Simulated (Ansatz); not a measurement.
Input file for Ansatz (an electronic-structure program): R-CCSD(T)/aug-cc-pVDZ on CH6O (a complex), monomers drawn apart or pushed together.

Ansatz 0.2 input:
```yaml
crystal:
  periodic: [false, false, false]
  atoms:
    - {symbol: C, position_ang: [0.68555280, 0.34947682, -0.35468244]}
    - {symbol: O, position_ang: [-0.66137539, 0.20278017, 0.07652935]}
    - {symbol: H, position_ang: [1.37289390, -0.28147864, 0.21926857]}
    - {symbol: H, position_ang: [0.95632513, 1.39133564, -0.19042839]}
    - {symbol: H, position_ang: [0.80217985, 0.12518401, -1.42035025]}
    - {symbol: H, position_ang: [-0.93646698, -0.70741956, -0.07222238]}
    - {symbol: H, position_ang: [-0.24017501, -0.39814843, 3.54381405]}
    - {symbol: H, position_ang: [0.02932696, -0.63760292, 4.19708450]}
basis:
  gaussian:
    orbitals: aug-cc-pVDZ
magnetization: {spin_polarized: false}
correlation: {method: ccsd_t, electrons: outside_noble_gas}
scf: {lower_state_search: off}
```

Program output:

```
WARN ansatz: RAYON_NUM_THREADS=1 ignored (pool sized by the plan → 1); use --threads N
Functional definition: HF
these checks for a lower state are left out or cut short: stability, starts, cluster_reference, orbital_swaps, neighbouring_geometries, increment
integrals: 0.13 GiB planned
957 factors; integrals over basis functions are off by at most 7.9e-4 eV
mean field: 0.18 GiB planned
mean field evaluation 1: about -3159.7007 eV, gradient 3.0e1 eV
mean field evaluation 2: about -3159.7000 eV, gradient 3.0e1 eV
mean field evaluation 4: about -3161.6850 eV, gradient 2.8e0 eV
mean field evaluation 8: about -3161.7081 eV, gradient 1.0e-4 eV
mean field -3161.70808926 eV, -116.1906291976 hartree, gradient 1.1e-6 eV, S^2 0.000000; 0 other end points of the search recorded, 0 dependent functions left out
2 core orbitals not correlated
reference -3161.70808926 eV, -116.1906291976 hartree; 8, 8 occupied and 90, 90 virtual orbitals, 957 factors
second order -10.55502682 eV of doubles, -0.00000000 eV of singles
coupled cluster: 0.39 GiB planned
cycle   1  -11.05184427 eV  change   -5.0e-1 eV  update   7.3e-2
cycle   2  -11.35163030 eV  change   -3.0e-1 eV  update   2.1e-2
cycle   3  -11.42429345 eV  change   -7.3e-2 eV  update   9.8e-3
cycle   4  -11.42199263 eV  change    2.3e-3 eV  update   1.9e-3
cycle   5  -11.42197791 eV  change    1.5e-5 eV  update   7.2e-4
cycle   6  -11.42223423 eV  change   -2.6e-4 eV  update   2.3e-4
cycle   7  -11.42216081 eV  change    7.3e-5 eV  update   8.3e-5
cycle   8  -11.42213620 eV  change    2.5e-5 eV  update   2.9e-5
cycle   9  -11.42214055 eV  change   -4.3e-6 eV  update   1.0e-5
perturbative correction -0.28570104 eV, -0.0104993197 hartree
Total energy: -3173.41593085 eV, -116.6208844402 hartree
Checks for a lower state left out: stability, starts, cluster_reference, orbital_swaps, neighbouring_geometries, increment
```

Self-consistency was reached.

Cost: around 6 core-seconds (rough).
